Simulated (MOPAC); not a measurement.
MOPAC input (PM3):

```
PM3 FORCE THERMO(298,298) PRECISE LET UHF MS=0.5 GEO-OK AUX(PRECISION=9) THREADS=1
CH2BO

B    -0.21864038 1   -0.00974843 1   -1.30885563 1
H    -0.33761334 1    0.93419053 1   -1.91776065 1
H    -0.30173042 1   -0.96273065 1   -1.90957128 1
C     0.01487065 1    0.00058741 1    0.08901165 1
O     0.20573688 1    0.00923322 1    1.23161593 1
```

Output:

```
 *******************************************************************************
 **                                                                           **
 **                              MOPAC v23.2.5                                **
 **                                                                           **
 *******************************************************************************
 ** MOPAC's Digital Object Identifier: https://doi.org/10.5281/zenodo.6511958 **
 **                                                                           **
 ** Please cite the open-source release paper for use of this MOPAC version:  **
 ** J. E. Moussa and J. J. P. Stewart (2026)                                  **
 ** MOPAC: An open-source semiempirical molecular orbital program             **
 ** J. Open Source Softw., 11(119), 8025, https://doi.org/10.21105/joss.08025 **
 *******************************************************************************

                              PM3 CALCULATION RESULTS

 *******************************************************************************
 *  PM3        - The PM3 Hamiltonian to be used
 *  GEO-OK     - OVERRIDE INTERATOMIC DISTANCE AND OTHER SAFETY CHECKS
 *  UHF        - UNRESTRICTED HARTREE-FOCK CALCULATION
 *  MS=        - IN MECI, MAGNETIC COMPONENT OF SPIN =  0.5
 *  LET        - OVERRIDE SOME SAFETY CHECKS
 *  PRECISE    - TIGHTER CRITERIA TO BE USED
 *  FORCE      - FORCE CALCULATION SPECIFIED
 *  AUX        - OUTPUT AUXILIARY INFORMATION
 *  THERMO     - THERMODYNAMIC QUANTITIES TO BE CALCULATED
 *******************************************************************************
PM3 FORCE THERMO(298,298) PRECISE LET UHF MS=0.5 GEO-OK AUX(PRECISION=9) THREADS=1
 CH2BO

   ATOM   CHEMICAL          X               Y               Z
  NUMBER   SYMBOL      (ANGSTROMS)     (ANGSTROMS)     (ANGSTROMS)

     1       B         -0.21864038  *  -0.00974843  *  -1.30885563  *
     2       H         -0.33761334  *   0.93419053  *  -1.91776065  *
     3       H         -0.30173042  *  -0.96273065  *  -1.90957128  *
     4       C          0.01487065  *   0.00058741  *   0.08901165  *
     5       O          0.20573688  *   0.00923322  *   1.23161593  *

          CARTESIAN COORDINATES

    NO.       ATOM           X           Y           Z

     1         B         -0.2186     -0.0097     -1.3089
     2         H         -0.3376      0.9342     -1.9178
     3         H         -0.3017     -0.9627     -1.9096
     4         C          0.0149      0.0006      0.0890
     5         O          0.2057      0.0092      1.2316

  H: (PM3): J. J. P. STEWART, J. COMP. CHEM. 10, 209 (1989).
  B: (PM3): J. J. P. STEWART, J. MOL. MOD., 10, 155-164 (2004)
  C: (PM3): J. J. P. STEWART, J. COMP. CHEM. 10, 209 (1989).
  O: (PM3): J. J. P. STEWART, J. COMP. CHEM. 10, 209 (1989).

           Empirical Formula: C H2 O B  =     5 atoms

      MOLECULAR POINT GROUP   :   C2v

          UHF CALCULATION, NO. OF ALPHA ELECTRONS =    8
                           NO. OF BETA  ELECTRONS =    7

[...]
 TRANSITION DIPOLE   0.8239         B 1 -- H 3         +29.2% ( 69.1%)     15.9%
 TRAVEL (Ang.)       0.2176         B 1 -- H 2         +29.2% ( 69.1%)     15.9%
 REDUCED MASS        1.7257         C 4 -- O 5          +8.2% ( 36.6%)      0.0%
 EFFECTIVE MASS      6.9290
 FORCE CONSTANT      0.6921

 VIBRATION          5    1A1         ATOM PAIR     ENERGY CONTRIBUTION    RADIAL
 FREQUENCY           946.25         B 1 -- H 3         +46.0% ( 57.6%)      0.0%
 TRANSITION DIPOLE   0.4115         B 1 -- H 2         +46.0% ( 57.6%)      0.0%
 TRAVEL (Ang.)       0.3854         B 1 -- C 4          +4.8% ( 18.5%)    100.0%
 REDUCED MASS        0.4798         C 4 -- O 5          +3.2% ( 15.2%)    100.0%
 EFFECTIVE MASS      1.4880
 FORCE CONSTANT      0.2531

 VIBRATION          6    2A1         ATOM PAIR     ENERGY CONTRIBUTION    RADIAL
 FREQUENCY          1081.94         B 1 -- C 4         +43.8% (103.9%)    100.0%
 TRANSITION DIPOLE   1.1714         B 1 -- H 3         +25.5% ( 79.2%)     14.1%
 TRAVEL (Ang.)       0.1044         B 1 -- H 2         +25.5% ( 79.2%)     14.1%
 REDUCED MASS        5.7133         C 4 -- O 5          +5.2% ( 35.7%)    100.0%
 EFFECTIVE MASS     12.6612
 FORCE CONSTANT      3.9404

 VIBRATION          7    3A1         ATOM PAIR     ENERGY CONTRIBUTION    RADIAL
 FREQUENCY          2237.03         C 4 -- O 5         +68.1% ( 98.7%)    100.0%
 TRANSITION DIPOLE   8.3533         B 1 -- C 4         +31.4% ( 67.0%)    100.0%
 TRAVEL (Ang.)       0.0665         B 1 -- H 3          +0.3% (  6.5%)     47.7%
 REDUCED MASS        6.8167         B 1 -- H 2          +0.3% (  6.5%)     47.7%
 EFFECTIVE MASS     13.2917
 FORCE CONSTANT     20.0985

 VIBRATION          8    3B2         ATOM PAIR     ENERGY CONTRIBUTION    RADIAL
 FREQUENCY          2745.75         B 1 -- H 2         +49.4% ( 72.0%)     97.6%
 TRANSITION DIPOLE   0.6269         B 1 -- H 3         +49.4% ( 72.0%)     97.6%
 TRAVEL (Ang.)       0.2175         B 1 -- C 4          +1.2% ( 11.2%)      0.0%
 REDUCED MASS        0.5193
 EFFECTIVE MASS      1.5442
 FORCE CONSTANT      2.3067

 VIBRATION          9    4A1         ATOM PAIR     ENERGY CONTRIBUTION    RADIAL
 FREQUENCY          2751.57         B 1 -- H 3         +49.6% ( 69.9%)     94.7%
 TRANSITION DIPOLE   0.5406         B 1 -- H 2         +49.6% ( 69.9%)     94.7%
 TRAVEL (Ang.)       0.2259         B 1 -- C 4          +0.8% (  8.7%)    100.0%
 REDUCED MASS        0.4804         C 4 -- O 5          +0.1% (  3.3%)    100.0%
 EFFECTIVE MASS      1.2978
 FORCE CONSTANT      2.1431

      SYMMETRY NUMBER FOR POINT-GROUP C2v =  2

          SYSTEM IS A GROUND STATE

 CH2BO

          MOLECULE IS NOT LINEAR

          THERE ARE  9 GENUINE VIBRATIONS IN THIS SYSTEM
          THIS THERMODYNAMICS CALCULATION IS LIMITED TO
          MOLECULES WHICH HAVE NO INTERNAL ROTATIONS

                    CALCULATED THERMODYNAMIC PROPERTIES
                                          *
   TEMP. (K)   PARTITION FUNCTION   H.O.F.    ENTHALPY  HEAT CAPACITY ENTROPY
                                   KCAL/MOL   CAL/MOLE    CAL/K/MOL  CAL/K/MOL

 298.00  VIB.     0.1463D+01                   533.8523     4.9498     2.5482
         ROT.     0.2692D+04                   888.2803     2.9808    18.6762
         INT.     0.3940D+04                  1422.1326     7.9306    21.2243
         TRA.     0.2523D+27                  1480.4672     4.9680    37.0461
         TOT.                      -12.464    2902.5998    12.8986    58.2705

   *: NOTE: HEATS OF FORMATION ARE RELATIVE TO THE
            ELEMENTS IN THEIR STANDARD STATE AT 298K
              (=  Standard Enthalpy of Formation).

            Hvib:  Zero-point energy is not included.
                   frequencies of less than zero cm-1 are not included.
            Hrot = (3/2)RT
            Htra = (3/2)RT + pV = (5/2)RT

            Heat capacity is Cp, not Cv

          For more information, see: HTTP://OpenMOPAC.net/Manual/thermochemistry.html

           FORCE CONSTANT IN CARTESIAN COORDINATES (Millidynes/A)

    ATOM   CHEMICAL       X               Y               Z
   NUMBER   SYMBOL  FORCE CONSTANT  FORCE CONSTANT  FORCE CONSTANT

      1       B        6.532665        7.342525        1.249374
      2       H        4.151308        0.367139        0.138388
      3       H        0.934673        3.583774        0.138388
      4       C        8.133094       16.921980        0.988804
      5       O        5.892788       13.587375        0.281528

 **********************
 *                    *
 * JOB ENDED NORMALLY *
 *                    *
 **********************

 == MOPAC DONE ==
```
